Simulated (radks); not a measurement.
Values are calculated unless marked as measured or tabulated.
Pt, 78 electrons, occupied as [Xe] 4f14 5d9 6s1. Code: a radial shooting solver on a logarithmic mesh with Libxc functionals. Model: scalar-relativistic Kohn-Sham, LDA (Slater exchange, Perdew-Wang correlation), spin-polarised, spherical densities, finite nucleus; open shells are filled with parallel spins first (spin-orbit coupling, left out, can overturn this in heavy ions); Fermi nuclear charge, rms radius 5.427 fm.

Normalised radial functions P(r) = r R(r), r in bohr:

r,5p up
0.0007464,0.0014
0.000869,0.0018
0.001012,0.0023
0.001178,0.0029
0.001382,0.0038
0.001609,0.0049
0.001873,0.0063
0.00218,0.0082
0.002538,0.0105
0.002955,0.0134
0.00344,0.0172
0.004005,0.0220
0.004662,0.0280
0.005471,0.0361
0.00637,0.0457
0.007415,0.0576
0.008633,0.0721
0.01005,0.0896
0.0117,0.1104
0.01362,0.1345
0.01586,0.1617
0.01846,0.1911
0.02166,0.2230
0.02522,0.2516
0.02936,0.2748
0.03418,0.2877
0.03979,0.2846
0.04632,0.2592
0.05392,0.2059
0.06277,0.1220
0.07308,0.0095
0.08576,-0.1290
0.09984,-0.2602
0.1162,-0.3632
0.1353,-0.4069
0.1575,-0.3646
0.1834,-0.2251
0.2135,-0.0033
0.2485,0.2549
0.2893,0.4795
0.3395,0.5968
0.3953,0.5398
0.4601,0.3104
0.5357,-0.0477
0.6236,-0.4526
0.726,-0.8101
0.8452,-1.0437
0.9839,-1.1169
1.145,-1.0399
1.344,-0.8482
1.565,-0.6240
1.822,-0.4120
2.121,-0.2434
2.469,-0.1278
2.874,-0.0589
3.346,-0.0235
3.895,-0.0079
4.535,-0.0022
5.322,-0.0005
6.195,-0.0001
7.212,0.0000
8.396,0.0000
9.775,0.0000

5p up: eigenvalue -56.506 eV, 3 radial nodes at r = 0.0739, 0.214, 0.526 bohr, <r> = 1.10 bohr, 90 % of the charge inside 1.61 bohr.
